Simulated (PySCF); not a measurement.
This PySCF input asks for the NMR shieldings of `InChI=1S/C4H5BCl2/c5-3-2(1-6)4(3)7/h3H,1,5H2/t3-/m1/s1`; the geometry comes from GFN2-xTB.

```python
import basis_set_exchange as bse
import numpy as np
from pyscf import gto, dft
from pyscf.prop import nmr

atoms = """
B     1.390524    1.380462    0.149503
C     0.869837    0.088482   -0.502052
C     0.756897   -1.203078    0.311185
Cl    1.683948   -2.460779    0.897871
C    -0.378408   -0.626031    0.092186
C    -1.808629   -0.422277    0.250250
Cl   -2.096126    1.056941    1.251517
H     1.308728    1.508675    1.308260
H     1.855520    2.223945   -0.510929
H     0.997475   -0.058745   -1.575039
H    -2.297227   -0.234067   -0.706796
H    -2.281341   -1.254214    0.772738
"""
names = dict.fromkeys(["B", "C", "Cl", "H"], "pcSseg-1")
basis = {el: gto.basis.parse(bse.get_basis(n, elements=[el], fmt="nwchem")) for el, n in names.items()}
mol = gto.M(atom=atoms, basis=basis, charge=0, verbose=0)
mf = dft.RKS(mol, xc="PBE0")
mf.grids.level = 2
mf.grids.alignment = dft.numint.BLKSIZE   # the property module wants whole blocks of grid points
mf.conv_tol = 1e-9
mf.kernel()

calc = nmr.RKS(mf)   # GIAO
C = mf.mo_coeff
Co = C[:, mf.mo_occ > 0]
resp = mf.gen_response(singlet=True, hermi=2)
def vind(x):   # induced exchange potential for any number of trial vectors
    d = np.einsum("pi,xij,qj->xpq", C, 2 * x.reshape(-1, C.shape[1], Co.shape[1]), Co, optimize=True)
    return np.einsum("xpq,pi,qj->xij", resp(d - d.transpose(0, 2, 1)), C, Co, optimize=True).ravel()
mo1, _ = nmr.rhf.solve_mo1(calc, with_cphf=vind)
sigma = calc.kernel(mo1)
for i, s in enumerate(sigma):   # ppm
    w = np.linalg.eigvalsh((s + s.T) / 2)
    print("%2d %-2s iso %8.1f  s11 %8.1f  s22 %8.1f  s33 %8.1f" % (i, mol.atom_pure_symbol(i), w.mean(), *w))
```

Problem. What are the results?

Solution. 
```
 0 B  iso     14.0  s11    -59.6  s22    -24.2  s33    125.7
 1 C  iso    148.2  s11     81.1  s22    152.6  s33    210.8
 2 C  iso     58.9  s11    -60.4  s22    107.2  s33    130.0
 3 Cl iso    747.9  s11    487.6  s22    832.1  s33    923.9
 4 C  iso     72.0  s11    -50.7  s22    127.3  s33    139.6
 5 C  iso    144.4  s11    117.8  s22    142.7  s33    172.6
 6 Cl iso    819.3  s11    629.0  s22    744.2  s33   1084.5
 7 H  iso     24.5  s11     15.3  s22     27.8  s33     30.3
 8 H  iso     24.0  s11     17.5  s22     26.4  s33     28.2
 9 H  iso     29.2  s11     24.0  s22     27.4  s33     36.2
10 H  iso     27.4  s11     21.5  s22     26.3  s33     34.3
11 H  iso     26.8  s11     21.0  s22     26.9  s33     32.6
```

These numbers come from an equivalent density-fitted implementation of the same equations, which agrees with the script to about 0.01 ppm for H and up to a few tenths of a ppm for heavy atoms, so last digits may differ.

Size and cost of the density-fitted run: 158 basis functions, 27 s wall time on 1 thread of an Arm Neoverse V1, shared host; peak memory 0.8 GiB.
